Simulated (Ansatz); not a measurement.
`[SiH3][SiH2][SiH2][SiH3]` + H–F → `F[SiH2][SiH3]` + `[SiH3][SiH3]` at 400 K and 1 bar (cleavage of the Si–Si bond).

Computed with Ansatz on PBE0-D4/def2-TZVP structures; ΔE is electronic, products minus reactants. CBS: MP2 limit from def2 TZ/QZ plus the TZ coupled-cluster correction, frozen cores. This one scheme is used for every species. One conformer a species, not always the lowest.

```csv
species,CCSD(T)/CBS energy (Eh),H − E (kJ/mol),S (J/(mol·K))
`[SiH3][SiH2][SiH2][SiH3]`,-1162.31008,265.5,461.1
H–F,-100.39570,36.5,182.2
`F[SiH2][SiH3]`,-681.00067,143.3,339.5
`[SiH3][SiH3]`,-581.74359,152.8,300.2
```

H − E and S are ideal-gas, rigid-rotor, harmonic terms from PBE0-D4/def2-TZVP, for one conformer and one mirror image of each species. 1 Eh = 2625.50 kJ/mol, R = 8.31446 J/(mol·K).

By hand: ΔE, ΔH, ΔS and ΔG.

ΔE = (-681.00067) + (-581.74359) − (-1162.31008) − (-100.39570) = -0.03848 Eh = -101.0 kJ/mol. Δ(H − E) = 143.3 + 152.8 − 265.5 − 36.5 = -5.9, so ΔH = -106.9 kJ/mol. ΔS = 339.5 + 300.2 − 461.1 − 182.2 = -3.6 J/(mol·K). ΔG = -106.9 − 400 × (-3.6)/1000 = -105.5 kJ/mol.

By hand: the equilibrium constant, and the temperature at which ΔG would vanish if ΔH and ΔS stayed fixed.

log₁₀ K = −ΔG/(RT ln 10) = 13.8. ΔG = 0 at ΔH/ΔS = 29694 K, far beyond where these terms or the molecules hold.

The number of gas molecules stays the same, so ΔS is small and ΔH decides. A doubt of 5 kJ/mol in ΔE shifts log₁₀ K by 0.7 here. Other conformers and mirror images would add mixing entropy, several J/(mol·K) or more a flexible species. Modes under 60 cm⁻¹, often nearly free rotors, make the harmonic entropy too high. These are equilibria of isolated gas molecules and say nothing of rates. Largest T1 diagnostic: 0.014 (customary marks: 0.02 for closed shells, 0.045 for open ones).
